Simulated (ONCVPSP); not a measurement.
**Potentials for beryllium (Be) compared**

Generated with ld1.x 7.5 (TM, RRKJ, ultrasoft, PAW), atompaw 4.2 or ONCVPSP 4.0.1. The cutoff is in Ry: for ld1.x and atompaw files where the sum of valence levels is converged to 10 mRy in a Bessel basis, for ONCV files where the hardest occupied wave has 1 mHa per electron of residual kinetic energy. The error is the largest all-electron minus pseudo excitation energy over each file’s own four to seven test configurations (ionisations up to +4, promotions, holes and added fractions of an electron), all of which were solved. The labels leave out finer settings (local radius, basis sizes, second energies), which also bear on the numbers. Spin-polarised tests are not counted. The rows are a selection from randomly drawn settings: files with unsolved tests, undetermined cutoffs or missed reference levels are left out.

A true bound ghost makes a file unfit for plane-wave use even where its test errors are small: the radial tests pick states by their node count and pass the ghost by.

| potential | cutoff (Ry) | largest error (meV) | bound ghosts |
| --- | --- | --- | --- |
| ONCV, PBEsol, scalar-relativistic, rc 0.85/0.70/0.85 (spd), local smoothed, core correction no, reference 1s2 2s2, qcut 12.9/9.9/12.7, projectors 2/1/2 | 132 | +1551 | none |
| ONCV, LDA (Perdew-Wang 92), fully relativistic, rc 1.75/1.90/1.75 (spd), local s, core correction yes, reference 2s2, qcut 2.9/4.4/4.9, projectors 0/2/1 | 15 | +16 | none |
| ONCV, LDA (Perdew-Wang 92), scalar-relativistic, rc 0.65/4.00 (sp), local smoothed, core correction no, reference 1s2 2s1.5 2p0.5, qcut 20.7/3.5, projectors 2/3 | 274 | +110 | none |
| ONCV, PBEsol, scalar-relativistic, rc 0.85/4.00/3.10 (spd), local smoothed, core correction no, reference 1s2 2s1.5 2p0.5, qcut 14.8/3.8/3.6, projectors 2/1/2 | 156 | +75 | none |
| ONCV, PBE, scalar-relativistic, rc 0.50/0.45/0.50 (spd), local smoothed, core correction no, reference 1s2, qcut 27.6/22/17.9, projectors 2/2/2 | 447 | +0.9 | none |

Task: Fill in the row for Be: ONCV, revPBE, non-relativistic, rc 0.75/0.60/0.65 (spd), local smoothed, core correction no, reference 1s2 2s2, qcut 16.6/11.5/12.8, projectors 2/1/3.

Result: cutoff 188 Ry, largest error +3.2 meV, bound ghosts: d.

Task: Fill in the row for Be: ONCV, PBE, scalar-relativistic, rc 0.85/3.10/3.25 (spd), local smoothed, core correction no, reference 1s2 2s1.5 2p0.5, qcut 18.6/4.1/3.2, projectors 2/2/2.

Result: cutoff 202 Ry, largest error +49 meV, bound ghosts: d.
